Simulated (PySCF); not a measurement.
One formula, C5H11BO3, several structures.

PySCF, CAM-B3LYP/def2-SVPD, density fitting, gas phase; each molecule at its own PBE0-D3(BJ)/def2-SVP geometry, one conformer. Singlet excitations by full TDDFT with frozen cores, triplets by Tamm–Dancoff TDDFT and ionisation energies by ΔSCF, from the lowest of the holes tried. 

Torsions of the conformers computed, which needn't be the lowest (atom-mapped SMILES):
- `[CH3:1][CH:2]([CH3:3])[O:4][B:5]1[O:6][CH2:7][CH2:8][O:9]1`: C1–C2–O4–B5 154°, C2–O4–B5–O6 -2°
- `[CH3:1][CH:2]([CH3:3])[C@H:4]1[CH2:5][O:6][B:7]([OH:8])[O:9]1`: C1–C2–C4–C5 61°, H–O8–B7–O6 2°
- `[CH3:1][O:2][C@H:3]1[CH2:4][C@H:5]([B:6]([OH:7])[OH:8])[CH2:9]1`: C1–O2–C3–C4 -179°, C4–C5–B6–O7 -115°, H–O7–B6–C5 180°, H–O8–B6–C5 -1°
- `[CH3:1][O:2][C@H:3]1[CH2:4][C@@H:5]([B:6]([OH:7])[OH:8])[CH2:9]1`: C1–O2–C3–C4 73°, C4–C5–B6–O7 -37°, H–O7–B6–C5 180°, H–O8–B6–C5 -1°

The conformers of `CC[C@H]1CCOB(O)O1` and `C=COB(O)OC(C)C` aren't listed.

Reference: `CC[C@H]1CCOB(O)O1`, with HOMO energy -9.72 eV, LUMO energy 0.82 eV, lowest singlet excitation 7.69 eV, lowest triplet excitation 7.54 eV, mean polarisability 81.5 au and vertical ionisation energy 10.46 eV.

Changes against it:

```
                molecule  Δ electronic energy (kcal/mol)  Δ HOMO energy (eV)  Δ LUMO energy (eV)  Δ lowest singlet excitation (eV)  Δ lowest triplet excitation (eV)  Δ mean polarisability (au)  Δ vertical ionisation energy (eV)
     CC(C)[C@H]1COB(O)O1                            +4.1               +0.23               -0.12                             -0.35                             -0.34                        -0.4                              -0.19
 CO[C@H]1C[C@H](B(O)O)C1                           +53.0               +1.04               -0.25                             -0.59                             -0.57                        +1.6                              -1.02
CO[C@H]1C[C@@H](B(O)O)C1                           +52.7               +1.01               -0.20                             -0.61                             -0.62                        +2.1                              -1.00
```

Rows whose labels were lost:

```csv
row,Δ electronic energy (kcal/mol),Δ HOMO energy (eV),Δ LUMO energy (eV),Δ lowest singlet excitation (eV),Δ lowest triplet excitation (eV),Δ mean polarisability (au),Δ vertical ionisation energy (eV)
P,+19.8,+1.45,-0.07,-1.25,-3.26,+4.5,-1.28
Q,+14.6,+0.32,+0.05,-0.52,-0.53,+0.3,-0.23
```

Which row belongs to which of `CC(C)OB1OCCO1` and `C=COB(O)OC(C)C`?

P = `C=COB(O)OC(C)C` and Q = `CC(C)OB1OCCO1`. P and Q are told apart most clearly by the lowest triplet excitation (-3.26 against -0.53 eV).

Which row has the smallest HOMO–LUMO gap and which the largest, and does the HOMO or the LUMO shift more there?

Smallest, counted from the reference: P, -1.52 eV (HOMO +1.45, LUMO -0.07), the larger shift being that of the HOMO. Largest: Q, -0.27 eV (HOMO +0.32, LUMO +0.05), the larger shift being that of the HOMO. The gap of the reference itself lies above all of them.
